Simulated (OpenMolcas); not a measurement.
# Tl II: effect of the active space

```
Program             : OpenMolcas 26.06
Method              : SS-CASPT2 or its RAS form, IPEA 0.25 Eh, imaginary shift 0.1 Eh
Basis               : ANO-RCC-VQZP
Scalar Hamiltonian  : DKH2, point nucleus
Spin-orbit coupling : state interaction with AMFI integrals over the reference wave functions, term energies averaged over their components
```

A. 2 electrons in 4 orbitals (6s 6p); 2S+1 = 3 even, 3 roots; 2S+1 = 1 even, 7 roots; 2S+1 = 3 odd, 3 roots; 2S+1 = 1 odd, 3 roots; closed shells correlated: 5d; CASPT2 step of the order of 7 core-seconds
B. 2 electrons in 8 orbitals (6s 6p 7s 7p); 2S+1 = 3 even, 3 roots; 2S+1 = 1 even, 7 roots; 2S+1 = 3 odd, 3 roots; 2S+1 = 1 odd, 3 roots; closed shells correlated: 5d; CASPT2 step about 11 core-seconds
C. 2 electrons in 9 orbitals (RAS2 6s 6p; RAS3 6d, at most 2 electrons); 2S+1 = 3 even, 3 roots; 2S+1 = 1 even, 6 roots; 2S+1 = 3 odd, 3 roots; 2S+1 = 1 odd, 3 roots; closed shells correlated: 5d; CASPT2 step about 13 core-seconds

Energies in cm⁻¹ above 6s² ¹S₀, the measured ground level; measured values from NIST Handbook of Basic Atomic Spectroscopic Data.

```csv
Level,A,B,C,Measured
6s² ¹S₀,0.0,0.0,0.0,0.0
6s 6p ³P°₀,49530,49310,50680,49451
6s 6p ³P°₁,52300,52060,53340,52394
6s 6p ³P°₂,59760,59520,60910,61728
6s 6p ¹P°₁,73860,73310,74330,75663
```

Deviations, from unrounded energies. A percentage is the sum of absolute deviations over the sum of measured energies, with the sign that they share, or ± where signs differ.

```
           Against measurement  Levels     A     B     C
mean absolute deviation (cm-1)       4   980  1300  1100
      other configurations (%)       4  ±1.6  -2.1  ±1.8
```

A lies closest to measurement on these levels and B furthest from it. The largest miss of A in the table is 6s 6p ³P°₂, by -2000 cm-1. The ranking rests on the paired levels alone, and a cruder setting can come out closer through cancelling errors.

Among A to C the level of the table that moves most is 6s 6p ³P°₂, by 1400 cm-1 (lowest in B, highest in C). Moves below CASPT2's spread within the term are not significant.

Over all roots computed the reference weight is 0.86 to 0.93 in A, 0.85 to 0.93 in B; the roots of lowest weight are the least certain, and an intruder state may touch them. Spin-orbit splittings of 6p shells tend to come out small when the coupling is added on scalar orbitals. The run also gave levels led by 6s 7s, which use shells meant for correlation; these and all levels above them are left out (holds for B). The run also gave levels led by 6s 6d, which use shells meant for correlation; these and all levels above them are left out (holds for C). Computed and measured levels are paired by configuration, term and J; levels that our copy of the source lacks, or whose pairing is in doubt (as where it misses far off the trend of its configuration), stay unpaired and out of the deviations. Only configurations of the active space appear. The table leaves out levels that lie high or whose names do not pair safely across all columns.

° marks odd parity.
